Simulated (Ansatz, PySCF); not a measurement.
Spin states of O3W (SMILES [O]=[W](=[O])=[O]), each relaxed with B3LYP-D3(BJ)/def2-TZVP.
State 1 (charge 0, multiplicity 1):
```xyz
4

W      0.1938     0.3447     0.2524
O      1.3391    -0.4653    -0.7568
O     -0.5837    -0.8536     1.2250
O     -1.0073     1.0411    -0.7765
```
State 2 (charge 0, multiplicity 3):
```xyz
4

W      0.13255     0.19425     0.16332
O      1.44801    -0.47887    -0.71763
O     -0.53466    -0.88049     1.32925
O     -1.10388     1.23208    -0.83088
```

```csv
level,energy of the multiplicity-3 state less that of the multiplicity-1 state (kcal/mol),cost
SVWN5/def2-TZVPP,49.85,×0.9
BLYP-D3(BJ)/def2-TZVPP,39.11,×1
r2SCAN/def2-TZVPP,36.08,×2
r2SCAN-D3(BJ)/def2-TZVPP,36.08,×2
r2SCAN-D4/def2-TZVPP,36.09,×2
B97M-V/def2-TZVPP,37.28,×2
r2SCANh/def2-TZVPP,33.68,×1
B3LYP/def2-TZVPP,35.71,×1
PBE0/def2-TZVPP,35.60,×1
BHLYP/def2-TZVPP,24.21,×1
BHLYP-D3(BJ)/def2-TZVPP,24.29,×1
BHLYP-D4/def2-TZVPP,24.29,×1
CAM-B3LYP/def2-TZVPP,33.30,×1
CAM-B3LYP-D3(BJ)/def2-TZVPP,33.32,×1
wB97M-V/def2-TZVPP,35.19,×3
B2PLYP-D3(BJ)/def2-TZVPP,44.29,×2
B2PLYP-D4/def2-TZVPP,44.31,×2
CCSD/def2-TZVPP,32.75,-
CCSD(T)/def2-SVP,40.07,×7
"CCSD(T)/CBS(def2-SVP, def2-TZVPP)",41.12,×70
```

The rows run from 24.21 (BHLYP/def2-TZVPP) to 49.85 kcal/mol (SVWN5/def2-TZVPP). The dispersion term adds 0.00 in r2SCAN-D3(BJ), 0.01 in r2SCAN-D4, 0.07 in BHLYP-D3(BJ). The 9 functionals in def2-TZVPP without D3 or D4 span 25.64, from BHLYP to SVWN5.

Singlets are restricted, other states unrestricted; no spin–orbit coupling, no relativity up to Kr; see below for the cores. The largest T1 diagnostic is 0.036.

Correlated levels freeze the inner cores; with def2 sets outer-core shells near the valence are correlated too. CBS: X⁻³ extrapolation of the correlation energy, Hartree–Fock from the larger set.

Doubts at one or more of the structures used: a restricted determinant that unrestricted orbitals would lower (CCSD/def2-TZVPP, CCSD(T)/def2-SVP, CCSD(T)/CBS(def2-SVP, def2-TZVPP)).

Run with Ansatz (an electronic-structure program); PySCF for the dispersion terms. Each number belongs to the level named beside it. In def2 rows elements past Kr take small-core potentials, without spin–orbit coupling.

Costs are rough ratios of core time to PBE/def2-TZVPP (about 30 s over the structures, on one shared machine); a dash marks a level with no comparable run of its own.
